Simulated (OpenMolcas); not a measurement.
Computed levels of 3d⁴ in ions with 22 electrons, in cm-1 above ⁵D₀.

```json
{
  "Program": "OpenMolcas 26.06",
  "Method": "CASSCF",
  "Basis": "ANO-RCC-VQZP",
  "Scalar Hamiltonian": "DKH2, point nucleus",
  "Spin-orbit coupling": "state interaction with AMFI integrals over the reference wave functions, term energies averaged over their components"
}
```

Active space for each ion: 4 electrons in 5 orbitals (3d).

| Level | Mn3+ | Fe4+ | Ni6+ | Cu7+ |
| --- | --- | --- | --- | --- |
| ⁵D₁ | 98.9 | 144 | 277 | 370 |
| ⁵D₂ | 293 | 425 | 805 | 1068 |
| ⁵D₃ | 574 | 831 | 1551 | 2041 |
| ⁵D₄ | 936 | 1345 | 2479 | 3235 |
| ³H₄ | 23825 | 27336 | 33945 | 37135 |
| ³H₅ | 24030 | 27639 | 34543 | 37945 |
| ³H₆ | 24262 | 27975 | 35175 | 38777 |
| ³P₀(1) | 25694 | 29277 | 35716 | 38675 |
| ³P₁(1) | 26280 | 30130 | 37341 | 40826 |

**Question.** Estimate ⁵D₄, ³H₄, ³H₅ for Co5+ from its neighbours Fe4+ and Ni6+.

**Answer.** ⁵D₄ is fine structure, which grows about as the fourth power of a screened charge, so the fourth roots are averaged: ((1345^0.25 + 2479^0.25) / 2)^4 = 1847. The calculation gives 1885, so the estimate is off by -2.0 %; the measured value is 1782 (Sugar and Corliss, J. Phys. Chem. Ref. Data 10, 1097 (1981)).
³H₄ is another term, which grows about linearly with the charge: (27336 + 33945) / 2 = 30640. The calculation gives 30467, so the estimate is off by +0.6 %; the measured value is 28377 (Sugar and Corliss, J. Phys. Chem. Ref. Data 10, 1097 (1981)).
³H₅ is another term, which grows about linearly with the charge: (27639 + 34543) / 2 = 31091. The calculation gives 30906, so the estimate is off by +0.6 %; the measured value is 28806 (Sugar and Corliss, J. Phys. Chem. Ref. Data 10, 1097 (1981)).

Without dynamic correlation excited terms often stand tens of per cent too high (terms of higher spin than the ground term too low), and those without a measured partner can miss by more than the paired ones. Computed and measured levels are paired by configuration, term and J; levels that our copy of the source lacks, or whose pairing is in doubt (as where it misses far off the trend of its configuration), stay unpaired and out of the deviations. Levels of configurations outside the active space are missing.

A number in round brackets counts repeated terms of one configuration in the order of the reference energies.
